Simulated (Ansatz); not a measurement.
Reaction (ligand exchange at the Si–C bond): `N=C=C[SiH2][GeH3]` + `[NH2][AlH2]` → `[AlH2][NH][SiH2][GeH3]` + `C=C=N`

Program: Ansatz. Geometries: PBE0-D4/def2-TZVP. ΔE: electronic, gas phase. CCSD(T)/CBS adds triple-zeta CCSD(T) − MP2 to the extrapolated MP2 energy (def2 sets, frozen cores). This one scheme is used for every species. Functionals use def2-TZVPP. B3LYP here is the variant with VWN-RPA as its local correlation; programs differ in this. For Ge outer-core shells are correlated without core-valence functions, which leaves a few kJ/mol of doubt a bond. Scalar relativity is left out up to krypton. One conformer a species, not always the lowest.

```csv
level,ΔE (kJ/mol),difference from CCSD(T)/CBS
PBE-D4,-20.1,7.3
r2SCAN-D4,-23.2,4.2
PBE0-D4,-22.5,4.9
B3LYP-D4,-27.6,-0.2
ωB97X-V,-27.0,0.4
ωB97M-V,-27.5,-0.1
B2PLYP,-26.0,1.4
PBE,-19.2,8.2
r2SCAN,-23.1,4.3
PBE0,-21.8,5.6
B3LYP,-26.0,1.4
HF/def2-TZVPP,-34.2,-6.8
MP2/def2-TZVPP,-23.8,3.6
SCS-MP2/def2-TZVPP,-27.1,0.3
CCSD/def2-TZVPP,-29.6,-2.2
CCSD(T)/def2-TZVPP,-27.7,-0.3
HF/def2-QZVPP,-34.8,-7.4
MP2/def2-QZVPP,-23.8,3.6
SCS-MP2/def2-QZVPP,-27.0,0.4
HF/CBS(def2),-34.9,-7.5
MP2/CBS(def2),-23.4,4.0
CCSD/CBS(def2),-29.2,-1.8
CCSD(T)/CBS,-27.4,0
```

Largest T1 diagnostic among the species: 0.015.

In def2-TZVPP, CCSD(T) changes the Hartree–Fock value by +6.5 kJ/mol (the triples alone add +1.8 kJ/mol) and MP2 by +10.5 kJ/mol.
